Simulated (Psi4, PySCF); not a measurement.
Approach curve of the dimer C2H6Cl2Si ··· C2H4 (SMILES C[Si](C)(Cl)Cl and C=C). Monomers: optimised at B3LYP-D3(BJ) (def2-TZVP), held rigid. Orientation: lowest of the rigid-body minima from ten starts at GFN2-xTB. Only R, the distance of the centres of mass, is varied, so the lowest point isn't the relaxed dimer.

- RKS-BP86/6-31G* = restricted BP86/6-31G*, spherical d, no counterpoise correction in PySCF
- SAPT0/jun-cc-pVDZ, frozen core (Psi4)

Interaction energies in kcal/mol:

| R / Å | RKS-BP86/6-31G* |
|---|---|
| 3.87 | 2.77 |
| 4.06 | 0.96 |
| 4.29 | -0.11 |
| 4.45 | -0.45 |
| 4.67 | -0.63 |
| 4.96 | -0.62 |
| 5.30 | -0.48 |
| 5.77 | -0.30 |
| 6.49 | -0.17 |
| 7.47 | -0.10 |
| 8.75 | -0.05 |

Q: What does SAPT0/jun-cc-pVDZ give at the same points?

A: 3.87: 1.05; 4.06: -0.61; 4.29: -1.51; 4.45: -1.72; 4.67: -1.72; 4.96: -1.51; 5.30: -1.18; 5.77: -0.80; 6.49: -0.44; 7.47: -0.21; 8.75: -0.09 (kcal/mol).
